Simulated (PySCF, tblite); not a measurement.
Isomers of C3H7NOSi, one GFN2-xTB conformer each. Single-point energies are computed at PBE0/pcSseg-1 (PySCF, gas phase, no added dispersion term), electronic only.

Question: Rank them by PBE0/pcSseg-1 energy, lowest first (kcal/mol).
A. `[CH2:1]=[C:2]([CH:3]=[O:4])[SiH2:5][NH2:6]` with C1–C2–C3–O4 -173°, C1–C2–Si5–N6 -3°, C2–Si5–N6–H 170° and -55°
B. `[O:1]=[CH:2][NH:3][C@@H:4]1[CH2:5][SiH2:6]1` with O1–C2–N3–C4 1°, C2–N3–C4–C5 100°
C. `[CH2:1]=[CH:2][SiH2:3][C:4]([NH2:5])=[O:6]` with C1–C2–Si3–C4 -109°, C2–Si3–C4–N5 22°, Si3–C4–N5–H -2° and 179°
D. `[O:1]=[CH:2][NH:3][SiH:4]1[CH2:5][CH2:6]1` with O1–C2–N3–Si4 2°, C2–N3–Si4–C5 -152°

Answer: D (0.0), A (3.2), C (6.0), B (23.1).

GFN2-xTB itself gives, in the same order: 0.0, 2.9, 12.4, 8.8. Both levels put the same isomer lowest; measured from each level's own lowest isomer, the values differ by up to 14.3 kcal/mol (O=CN[C@@H]1C[SiH2]1: 8.8 against 23.1).

Question: Which frontier levels, dipoles and rotational constants go with these structures?

Answer: 
```json
{"SMILES": "O=CN[SiH]1CC1", "HOMO (eV, PBE0/pcSseg-1)": "-6.79", "LUMO (eV)": "0.11", "dipole (D)": "3.24", "A, B, C (MHz)": "7238, 1833, 1683"}
{"SMILES": "C=C(C=O)[SiH2]N", "HOMO (eV, PBE0/pcSseg-1)": "-7.34", "LUMO (eV)": "-1.90", "dipole (D)": "3.55", "A, B, C (MHz)": "4743, 2100, 1486"}
{"SMILES": "C=C[SiH2]C(N)=O", "HOMO (eV, PBE0/pcSseg-1)": "-6.82", "LUMO (eV)": "-0.74", "dipole (D)": "4.18", "A, B, C (MHz)": "5628, 1714, 1395"}
{"SMILES": "O=CN[C@@H]1C[SiH2]1", "HOMO (eV, PBE0/pcSseg-1)": "-6.62", "LUMO (eV)": "0.41", "dipole (D)": "3.09", "A, B, C (MHz)": "4916, 2595, 1881"}
```

Question: What happens when harmonic zero-point energies from GFN2-xTB frequencies are added?

Answer: 
| SMILES | ZPE (kcal/mol) | electronic (kcal/mol) | with ZPE (kcal/mol) |
| --- | --- | --- | --- |
| O=CN[SiH]1CC1 | 60.5 | 0.0 | 0.0 |
| C=C(C=O)[SiH2]N | 57.4 | 3.2 | 0.2 |
| C=C[SiH2]C(N)=O | 57.5 | 6.0 | 3.1 |
| O=CN[C@@H]1C[SiH2]1 | 59.1 | 23.1 | 21.6 |

The zero-point energies span 3.1 kcal/mol. The order is unchanged.
